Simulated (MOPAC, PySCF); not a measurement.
H₃InO₃, SMILES `[OH][In]([OH])[OH]`, neutral singlet in the gas phase. 

Z-matrix (Å, degrees):
```
In
O 1 1.9884
H 2 0.9639 1 111.83
O 1 1.9884 2 120.01 3 0.01
H 4 0.9639 1 111.84 2 -179.99
O 1 1.9884 2 119.98 3 -179.99
H 6 0.9639 1 111.83 2 0.01
```
Charge 0, spin multiplicity 1.

All levels are single points at this geometry (B3LYP-D3(BJ)/def2-TZVP); Pople sets use spherical d functions. Orbital energies aren't observables, and empty levels follow the basis.

PM6 in MOPAC gives HOMO (eV) = -11.90.

Task: Estimate the HOMO (eV) from each of these levels: M06-2X/def2-TZVP in PySCF; PBE-D3(BJ)/def2-TZVP in PySCF; B3LYP/6-311+G** (LANL2DZ on In) in PySCF; B3LYP/LANL2DZ in PySCF; M06-2X/6-31G* (LANL2DZ on In) in PySCF; PBE/6-31G* (LANL2DZ on In) in PySCF; AM1 in MOPAC; PM7 in MOPAC.

Result: 
| level | HOMO (eV) |
|---|---|
| M06-2X/def2-TZVP in PySCF | -10.48 |
| PBE-D3(BJ)/def2-TZVP in PySCF | -6.95 |
| B3LYP/6-311+G** (LANL2DZ on In) in PySCF | -8.53 |
| B3LYP/LANL2DZ in PySCF | -8.17 |
| M06-2X/6-31G* (LANL2DZ on In) in PySCF | -9.91 |
| PBE/6-31G* (LANL2DZ on In) in PySCF | -6.35 |
| AM1 in MOPAC | -11.89 |
| PM7 in MOPAC | -11.47 |
